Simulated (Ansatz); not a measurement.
F6Se, triplet, at a GFN2-xTB geometry of the parent state (a higher spin typed on purpose: for a closed-shell molecule this is an excited state); B3LYP/3-21G (Ansatz, an electronic-structure program).

Here is a job for Ansatz.
Ansatz 0.2 input:
```yaml
crystal:
  periodic: [false, false, false]
  atoms:
    - {symbol: F, position_ang: [0.97227429, -1.31989934, -0.49748921]}
    - {symbol: Se, position_ang: [-0.00000000, 0.00000000, 0.00000000]}
    - {symbol: F, position_ang: [1.22973411, 1.08914258, -0.48628133]}
    - {symbol: F, position_ang: [-1.22973411, -1.08914258, 0.48628133]}
    - {symbol: F, position_ang: [-0.69092966, 0.08112488, -1.56556125]}
    - {symbol: F, position_ang: [0.69092966, -0.08112488, 1.56556125]}
    - {symbol: F, position_ang: [-0.97227429, 1.31989934, 0.49748921]}
basis:
  gaussian:
    orbitals: 3-21G.json
hamiltonian:
  xc: b3lyp
magnetization: {spin_polarized: true, initial_magnetization: 2}
```
The basis file holds 3-21G in the JSON format of the Basis Set Exchange.

The log (banner, timings and long lists left out):

```
Functional definition: B3LYP
766 factors; integrals over basis functions are off by at most 9.0e-5 eV
mean field evaluation 1: about -81236.9487 eV, gradient 4.3e1 eV
mean field evaluation 2: about -81225.0705 eV, gradient 7.3e1 eV
mean field evaluation 4: about -81243.1011 eV, gradient 7.2e0 eV
mean field evaluation 8: about -81243.4143 eV, gradient 5.2e-1 eV
mean field evaluation 16: about -81243.4156 eV, gradient 4.8e-2 eV
mean field evaluation 32: about -81243.5361 eV, gradient 5.0e-5 eV
mean field evaluation 64: about -81243.4146 eV, gradient 1.4e-1 eV
mean field evaluation 96: about -81243.5286 eV, gradient 2.7e-1 eV
mean field evaluation 128: about -81243.4985 eV, gradient 8.7e-1 eV
mean field evaluation 160: about -81243.5182 eV, gradient 3.6e-1 eV
mean field evaluation 192: about -81243.5189 eV, gradient 5.7e-1 eV
mean field -81243.53608482 eV, -2985.6448822704 hartree, gradient 9.7e-6 eV, S^2 2.003469; 16 other end points of the search recorded, 0 dependent functions left out
reference -81243.53621063 eV, -2985.6448868938 hartree; 45, 43 occupied and 32, 34 virtual orbitals, 766 factors
Total energy: -81243.53621063 eV, -2985.6448868938 hartree
```
